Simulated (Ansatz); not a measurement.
Ansatz (a first-principles code) job for C₂H₆AlF, SMILES [CH3][Al]([CH3])[F], PBE0/def2-SVPD. The structure is a stationary point at PBE0-D3(BJ)/def2-SVP. The isomer is the one that the SMILES or the coordinates give; other isomers of the formula were not compared.

Ansatz 0.2 input:
```yaml
crystal:
  periodic: [false, false, false]
  atoms:
    - {symbol: Al, position_ang: [0.00000000, 0.00000000, -0.04082762]}
    - {symbol: C, position_ang: [1.73937614, 0.00434105, 0.82941281]}
    - {symbol: H, position_ang: [1.69280879, 0.36735064, 1.86843294]}
    - {symbol: H, position_ang: [2.14825257, -1.02082144, 0.86305418]}
    - {symbol: H, position_ang: [2.47139767, 0.61739298, 0.27972324]}
    - {symbol: C, position_ang: [-1.73937614, -0.00434106, 0.82941281]}
    - {symbol: H, position_ang: [-2.14825257, 1.02082145, 0.86305418]}
    - {symbol: H, position_ang: [-2.47139767, -0.61739298, 0.27972325]}
    - {symbol: H, position_ang: [-1.69280878, -0.36735064, 1.86843295]}
    - {symbol: F, position_ang: [-0.00000000, -0.00000000, -1.71606838]}
basis:
  gaussian:
    orbitals: def2-SVPD
hamiltonian:
  xc: {name: PBE0}
```

Log of the run:

```
Functional definition: PBE0
integrals: 0.06 GiB planned
1152 factors; their error is unknown
mean field: 0.53 GiB planned
mean field evaluation 1: about -11464.3464 eV, gradient 6.8e1 eV
mean field evaluation 2: about -11459.6425 eV, gradient 8.3e1 eV
mean field evaluation 4: about -11474.3313 eV, gradient 2.7e0 eV
mean field evaluation 8: about -11474.3455 eV, gradient 5.5e-2 eV
mean field evaluation 16: about -11474.4076 eV, gradient 2.2e-5 eV
mean field -11474.40764822 eV, -421.6767034391 hartree, gradient 1.1e-5 eV, S^2 0.000000; 0 other end points of the search recorded, 0 dependent functions left out
reference -11474.40768958 eV, -421.6767049591 hartree; 20, 20 occupied and 115, 115 virtual orbitals, 1152 factors
Total energy: -11474.40768958 eV, -421.6767049591 hartree
```

The run converged.
